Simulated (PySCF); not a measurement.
Coordinates in bohr (charge 0 multiplicity 1):
```
Si    0.0000    0.0000   -0.4677
S     0.0000    0.0000    3.1518
F     2.3277    0.0000   -2.3089
F    -2.3277    0.0000   -2.3089
```

All numbers come from PBE0/[Si def2-TZVP, S def2-TZVP, F def2-TZVP], no relativity, density fitting, PySCF.

This geometry of SiSF2 is a stationary point at this level.

(1) What is the point group?

(2) Is it a minimum?

(3) List the harmonic modes with their infrared intensities.

(4) Give the ideal-gas entropy at 298.15 K and 1 bar by parts.

(5) What is the atomisation energy, with and without zero-point energy?

Answers

(1) C2v.

(2) Yes: all harmonic wavenumbers are real.

(3) 
```json
{"symmetry": "b2", "ω (cm⁻¹)": "247", "IR (km/mol)": "9.6"}
{"symmetry": "b1", "ω (cm⁻¹)": "311", "IR (km/mol)": "31.8"}
{"symmetry": "a1", "ω (cm⁻¹)": "334", "IR (km/mol)": "22.7"}
{"symmetry": "a1", "ω (cm⁻¹)": "645", "IR (km/mol)": "1.6"}
{"symmetry": "b2", "ω (cm⁻¹)": "981", "IR (km/mol)": "149"}
{"symmetry": "a1", "ω (cm⁻¹)": "1012", "IR (km/mol)": "273"}
```

(4) translation 166.0, rotation 102.5, vibration 20.6, spin 0.0; total 289.1 J/(mol K).

(5) 1572 kJ/mol without, 1551 kJ/mol with.

Other isomers or separated fragments may lie lower.
